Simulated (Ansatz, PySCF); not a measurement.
Reaction (SMILES): C[S][GeH2] -> C[S][GeH2-] (an electron is taken up)
Structures are relaxed separately at B3LYP-D3(BJ)/def2-TZVP in Ansatz (a program for electronic structure), one conformer each, not searched for the lowest. Frequencies are from Ansatz or PySCF.
Geometry of the first species:
```
S
C 1 1.8280
H 2 1.0880 1 110.78
H 2 1.0882 3 110.06 1 123.00
H 2 1.0884 3 109.02 4 119.84
Ge 1 2.2302 2 100.84 3 66.23
H 6 1.5518 1 104.57 2 163.49
H 6 1.5592 7 109.91 1 115.36
```
Charge 0, spin multiplicity 2.

Wanted: adiabatic electron affinity (0 K, with B3LYP-D3(BJ) harmonic zero-point energies), positive where the reaction releases energy, in eV. Valence correlation only, unless marked. Open shells are spin-unrestricted. No spin-orbit coupling. Frozen are the shells of the preceding noble gas and the d and f shells that filled before the atom's block. No relativistic terms. Anions need diffuse functions: def2-D sets add few; the other sets have none. Basis-set limits of correlation are two-point, X^-3; Hartree-Fock from the larger set.

```json
[
 {"level": "revPBE-D3(BJ)/def2-TZVPD", "program": "Ansatz + dftd3", "adiabatic electron affinity (eV)": "1.85"},
 {"level": "PBE0-D3(BJ)/def2-TZVP", "program": "Ansatz + dftd3", "adiabatic electron affinity (eV)": "1.74"},
 {"level": "PBE0/def2-QZVPP", "program": "Ansatz", "adiabatic electron affinity (eV)": "1.82"},
 {"level": "HSE06-D4/def2-TZVPD", "program": "Ansatz + dftd4", "adiabatic electron affinity (eV)": "1.86"}
]
```

Q: Estimate the value at CCSD(T)/CBS(def2-TZVPPD,def2-QZVPPD) as computed with Ansatz.

A: 1.96 eV, so HSE06-D4/def2-TZVPD differs from it by -0.10 eV.
